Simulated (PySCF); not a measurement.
A species of formula C7H16Si has this rotational fingerprint, computed with PBE0/pcSseg-1 in PySCF (dipole) on a GFN2-xTB geometry, gas phase:

- Rotational constants: A = 2056, B = 1662, C = 1134 MHz
- Dipole components: |μa| = 0.13 D, |μb| = 0.57 D, |μc| = 0.30 D
- Inertial defect: -104.24 u·Å²
- κ: 0.15

Question: Which candidate fits, each taken in the one conformer that was computed?
A. `[CH3:1][C@@H:2]1[CH2:3][CH2:4][CH2:5][SiH2:6][C@@H:7]1[CH3:8]` with C1–C2–C3–C4 -59°, C2–C3–C4–C5 -68°, C3–C4–C5–Si6 55°, C4–C5–Si6–C7 -43°
B. `[CH3:1]/[CH:2]=[CH:3]/[SiH2:4][C:5]([CH3:6])([CH3:7])[CH3:8]` with C2–C3–Si4–C5 -97°
C. `[CH3:1]/[CH:2]=[C:3](\[CH3:4])[C:5]([CH3:6])([CH3:7])[SiH3:8]` with C2–C3–C5–C6 -8°
D. `[CH3:1][CH2:2][CH2:3][SiH:4]1[CH2:5][CH2:6][CH2:7][CH2:8]1` with C1–C2–C3–Si4 -179°, C2–C3–Si4–C5 173°, C3–Si4–C5–C6 -104°, Si4–C5–C6–C7 -38°, C5–C6–C7–C8 52°, C6–C7–C8–Si4 -39°
E. `[CH3:1][CH:2]([CH3:3])[Si@@:4]1([CH3:5])[CH2:6][C@@H:7]1[CH3:8]` with C1–C2–Si4–C5 -49°

Answer: A. It is C[C@@H]1CCC[SiH2][C@@H]1C, an asymmetric top, point group C1. The candidates at the same level (rigid rotor, commonest isotopes):

```csv
SMILES,A (MHz),B (MHz),C (MHz),μa (D),μb (D),μc (D),Δ (u·Å²),point group,rotor
C/C=C/[SiH2]C(C)(C)C,3010,823.3,781.4,0.71,0.76,0.03,-134.94,C1,near-prolate asymmetric top
C[C@@H]1CCC[SiH2][C@@H]1C,2056,1662,1134,0.13,0.57,0.30,-104.24,C1,asymmetric top
CC(C)[Si@@]1(C)C[C@@H]1C,2524,1018,965.5,0.73,0.24,0.37,-173.41,C1,near-prolate asymmetric top
CCC[SiH]1CCCC1,3694,800.9,743.6,0.19,0.00,0.37,-88.20,C1,near-prolate asymmetric top
C/C=C(\C)C(C)(C)[SiH3],2297,1090,1033,0.38,0.10,0.44,-194.42,C1,near-prolate asymmetric top
```

`CC(C)[Si@@]1(C)C[C@@H]1C` has B 39 % too low; `CCC[SiH]1CCCC1` has A 80 % too high; `C/C=C(\C)C(C)(C)[SiH3]` has B 34 % too low; `C/C=C/[SiH2]C(C)(C)C` has B 50 % too low. No structure here is proved a minimum.
